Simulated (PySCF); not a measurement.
PGME (C4H10O2), SMILES COCC(C)O.

Geometry optimised at PBE-D3(BJ)/def2-SVP. One conformer was computed; it need not be the lowest.

Method: PBE-D3(BJ)/def2-SVP (PySCF).

Frequencies are harmonic and unscaled.

Problem. Give all harmonic wavenumbers and intensities. (The exact figures need the calculation; the answer reports its results.)

Solution. 
| mode | ν (cm⁻¹) | IR (km/mol) | moving atoms (share of kinetic energy) |
|---|---|---|---|
| 1 | 90 | 0.9 | C 41 %, H 30 %, O 30 % |
| 2 | 131 | 2.9 | H 52 %, O 27 %, C 21 % |
| 3 | 179 | 1.2 | C 49 %, H 30 %, O 20 % |
| 4 | 223 | 0.2 | H 96 % |
| 5 | 239 | 4.7 | H 71 %, O 25 % |
| 6 | 338 | 6.7 | O 39 %, C 34 %, H 28 % |
| 7 | 379 | 1.3 | O 41 %, H 31 %, C 28 % |
| 8 | 476 | 10.9 | C 48 %, H 33 %, O 19 % |
| 9 | 490 | 78.2 | H 82 %, C 15 % |
| 10 | 522 | 42.1 | H 45 %, C 36 %, O 19 % |
| 11 | 850 | 5.6 | H 45 %, C 41 %, O 14 % |
| 12 | 907 | 7.5 | H 53 %, C 28 %, O 19 % |
| 13 | 916 | 1.9 | H 68 %, C 30 % |
| 14 | 983 | 52.2 | C 52 %, O 25 %, H 23 % |
| 15 | 1062 | 23.0 | C 49 %, H 47 % |
| 16 | 1107 | 9.0 | H 52 %, C 45 % |
| 17 | 1133 | 32.8 | H 51 %, C 36 %, O 14 % |
| 18 | 1145 | 8.2 | H 58 %, C 30 %, O 12 % |
| 19 | 1167 | 126.1 | C 45 %, O 39 %, H 16 % |
| 20 | 1185 | 61.7 | H 44 %, C 35 %, O 21 % |
| 21 | 1215 | 13.2 | H 84 %, C 10 % |
| 22 | 1246 | 38.8 | H 89 %, C 8 % |
| 23 | 1305 | 56.3 | H 77 %, C 20 % |
| 24 | 1330 | 4.3 | H 79 %, C 20 % |
| 25 | 1353 | 18.1 | H 74 %, C 25 % |
| 26 | 1393 | 15.4 | H 83 %, C 16 % |
| 27 | 1403 | 6.6 | H 96 % |
| 28 | 1409 | 5.5 | H 89 %, C 9 % |
| 29 | 1418 | 19.9 | H 73 %, C 25 % |
| 30 | 1422 | 16.0 | H 94 % |
| 31 | 1427 | 3.6 | H 85 %, C 14 % |
| 32 | 1450 | 2.7 | H 90 %, C 9 % |
| 33 | 2868 | 43.3 | H 92 % |
| 34 | 2881 | 44.1 | H 95 % |
| 35 | 2897 | 80.9 | H 97 % |
| 36 | 2933 | 90.4 | H 90 %, C 10 % |
| 37 | 2955 | 39.5 | H 90 %, C 10 % |
| 38 | 2977 | 14.9 | H 97 % |
| 39 | 3063 | 20.6 | H 91 %, C 9 % |
| 40 | 3070 | 19.0 | H 91 %, C 9 % |
| 41 | 3080 | 11.9 | H 91 %, C 9 % |
| 42 | 3636 | 57.9 | H 94 % |
